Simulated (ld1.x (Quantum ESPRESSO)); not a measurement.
**nickel (Ni): one change to a TM potential, before and after**

Ni, norm-conserving Troullier–Martins (Kleinman–Bylander form), made with ld1.x (Quantum ESPRESSO) 7.5 (LDA (PZ), fully relativistic). Core [Ar], reference 3d8 4s2 4p0. Waves: 4s (bound): rc 2.05 bohr; 4p (bound, empty): rc 2.15 bohr; 3d (bound): rc 1.45 bohr. Local part: the d channel. Core correction: none.

Open shells are filled in proportion to 2j + 1 (rel_dist='average').

Change: core correction a·sin(br)/r model core inside 1.46 bohr.

Cutoffs: the cutoffs (Ry, on a coarse ladder) from which the occupation-weighted sum of valence levels, in a spherical-Bessel basis at the reference potential, stays within 10 and 1 mRy of its value at 400 Ry; they do not see the model core or the augmentation charge, which bear on the density cutoff. Errors are all-electron minus pseudo energies relative to the spin-unpolarised reference configuration.

Question: How do hardness, ghosts and transferability respond?

Answer: The potential gets neither clearly harder nor softer (140 Ry and 230 Ry → 140 Ry and 230 Ry); both files keep a bound ghost (p, s); the number of tests that count goes from 6 to 7; of the 6 tests that both files solve, the error grows in 5 and shrinks in 1 by more than 15 % and 0.3 meV (median size 2.5 → 19.2 meV). In the base the local d channel has no projectors, so it cannot carry the spin–orbit splitting, and the file is wrong for that shell. In the changed file the local d channel has no projectors, so it cannot carry the spin–orbit splitting, and the file is wrong for that shell. A model core, the more so a compact one, raises the density cutoff, which this test does not measure.

| quantity | base | changed |
| --- | --- | --- |
| cutoff, loose | 140 Ry | 140 Ry |
| cutoff, tight | 230 Ry | 230 Ry |
| bound ghosts | s, p3/2, p1/2 | s, p3/2, p1/2 |
| largest miss of a reference level, eV | 0.14 | 0.14 |
| tests counted (converged, no solver errors) | 6 of 7 | 7 of 7 |
| error for 3d8 4s1 4p0, meV [ΔE 9.60 eV] | +1.1 | -4.1 |
| error for 3d8 4s0 4p0, meV [ΔE 27.26 eV] | +8.0 | -34 |
| error for 3d7 4s0 4p0, meV [ΔE 65.06 eV] | +3.7 | -152 |
| error for 3d8 4s1 4p1, meV [ΔE 4.68 eV] | +1.3 | -1.0 |
| error for 3d6 4s0 4p0, meV [ΔE 122.92 eV] | -452 | -859 |
| error for 3d8 4s1.5 4p0, meV [ΔE 3.84 eV] | +0.2 | -0.7 |
| s: phases at 2.34 bohr within 0.05 rad from the reference energy up to (Ry; the scan ends near 5) | 2.5 | 2.5 |
| p1/2: phases at 2.34 bohr within 0.05 rad from the reference energy up to (Ry; the scan ends near 5) | 4.5 | 4.5 |
| p3/2: phases at 2.34 bohr within 0.05 rad from the reference energy up to (Ry; the scan ends near 5) | 4.4 | 4.4 |
| d3/2: phases at 2.34 bohr within 0.05 rad from the reference energy up to (Ry; the scan ends near 5) | n/a | n/a |
| d5/2: phases at 2.34 bohr within 0.05 rad from the reference energy up to (Ry; the scan ends near 5) | 1.2 | 1.2 |

Base: Tests not counted: 3d8.5 4s1.5 4p0 (solver errors, printed error -705 eV). These tests converged, but a pseudo level misses the all-electron one widely, so the file describes the atom poorly there or has found another state: 3d6 4s0 4p0: empty 4s by 10.2 eV. A true bound ghost makes a file unfit for plane-wave use even where its test errors are small: the radial tests pick states by their node count and pass the ghost by. Where a test does run into it, the solver fails or the error is huge.
